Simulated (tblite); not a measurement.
C₃H₁₂OSSi₂ (charge +1 and doublet state).
Numbering: `[CH3:1][CH2:2][SiH2:3][Si@@H:4]([OH:5])[S+:6][CH3:7]` (hydrogens: H8, H9, H10 on C1; H11, H12 on C2; H13, H14 on Si3; H15 on Si4; H16 on O5; H17, H18, H19 on C7)

Structure optimised with GFN2-xTB, isolated species. This method treats the open shell by occupation alone, without spin polarisation.

(1) What internal coordinates does the optimisation give?

Results:

(1) 
| bond | length (Å) | order |
| --- | --- | --- |
| C1–C2 | 1.530 | single |
| C2–Si3 | 1.900 | single |
| Si3–Si4 | 2.450 | single |
| Si4–O5 | 1.594 | single |
| Si4–S6 | 2.142 | single |
| S6–C7 | 1.815 | single |
| C1–H8, C1–H9, C1–H10 | 1.087 | single |
| C2–H11 | 1.094 | single |
| C2–H12 | 1.093 | single |
| Si3–H13 | 1.461 | single |
| Si3–H14 | 1.469 | single |
| Si4–H15 | 1.452 | single |
| O5–H16 | 0.958 | single |
| C7–H17, C7–H18, C7–H19 | 1.085 | single |

Bonds in one row agree within 0.01 Å and their mean is given. Orders are formal, as drawn. A selection of angles:
| angle | degrees |
| --- | --- |
| C2–C1–H8 | 109.6 |
| C2–C1–H9 | 111.4 |
| H8–C1–H9 | 108.0 |
| C1–C2–Si3 | 111.3 |
| C1–C2–H11 | 109.2 |
| C1–C2–H12 | 109.3 |
| Si3–C2–H11 | 110.5 |
| Si3–C2–H12 | 109.8 |
| H11–C2–H12 | 106.6 |
| C2–Si3–Si4 | 104.9 |
| C2–Si3–H13 | 117.1 |
| C2–Si3–H14 | 115.1 |
| Si4–Si3–H13 | 103.6 |
| Si4–Si3–H14 | 102.8 |
| H13–Si3–H14 | 111.3 |
| Si3–Si4–O5 | 96.3 |
| Si3–Si4–S6 | 106.9 |
| Si3–Si4–H15 | 114.8 |
| O5–Si4–S6 | 110.6 |
| O5–Si4–H15 | 116.1 |
| S6–Si4–H15 | 111.1 |
| Si4–O5–H16 | 130.8 |
| Si4–S6–C7 | 102.9 |
| S6–C7–H17 | 106.3 |
| S6–C7–H18 | 110.7 |
| S6–C7–H19 | 109.6 |
| H17–C7–H18 | 109.9 |
| H18–C7–H19 | 111.0 |

Torsions: C1–C2–Si3–Si4 -178° (antiperiplanar); C2–Si3–Si4–O5 -54° (synclinal); Si3–Si4–S6–C7 80° (synclinal); H16–O5–Si4–Si3 172° (antiperiplanar).

O5 (oxygen bonded to Si and H) is bent (angle 130.8°). Si3 (silicon bonded to C, Si and 2 H) is distorted tetrahedral (angles from 102.8° to 117.1°). S6 (sulfur bonded to C and Si) is bent (angle 102.9°). Si4 (silicon bonded to O, S, Si and H) has angles from 96.3° to 116.1°.

Point group: C1 (no symmetry element, even within 0.4 Å). Its lowest GFN2-xTB frequency is 14 cm⁻¹, too small to tell a flat minimum from a shallow saddle. Torsions: C1–C2–Si3–Si4 -178°, C2–Si3–Si4–O5 -54°, Si3–Si4–O5–H 172°, Si3–Si4–S6–C7 80°. 3 starts were optimised and ended at 0.00, 0.27 and 2.52 kcal/mol (GFN2-xTB); the lowest of these is shown.

Time: 0.74 s. Hardware: an INTEL XEON PLATINUM 8581C at 2.10 GHz with one thread, no GPU, on a shared host. This is the geometry optimisation.

One conformer stands for the species.

These are computed values.
